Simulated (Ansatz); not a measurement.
An input meant for SiBr2⁺ (charge 1, doublet).

```yaml
crystal:
  periodic: [false, false, false]
  atoms:
    - {symbol: Si, position_ang: [0.005032, -0.006941, -0.947802]}
    - {symbol: Br, position_ang: [1.768626, -0.019571, 0.483275]}
    - {symbol: Br, position_ang: [-1.773658, 0.026511, 0.464537]}
basis:
  gaussian: {orbitals: def2-SVPD}
total_charge: 1
magnetization: {spin_polarized: true, initial_magnetization: 1}
hamiltonian: {xc: {name: PBE0}, dispersion: rvv10}
scf: {omitted_lower_state_checks: [starts]}
```

```sh
$ ansatz run in.yaml --threads 4 --pin off --events-out ev --progress --plain --max-ram 3916MiB
```

Problem. Predict how Ansatz answers.

Solution. The input was rejected before any iteration. The program holds no damping parameters for this pairing of functional and dispersion term, so they'd have to be typed.
```
Error: inconsistent input (hamiltonian.dispersion, hamiltonian.xc): `dispersion: rvv10` has no transferable b for PBE exchange — Sabatini et al. (2013) fitted b=6.3 to rPW86, and the PBE refits of Peng & Perdew (2017) are task-dependent (b=6.6 S22 / b=10.0 layered). Use `xc: {exchange: rpw86, correlation: pbe}` for the original rVV10 or `xc: r2scan` for the r²SCAN+rVV10 pairing
```
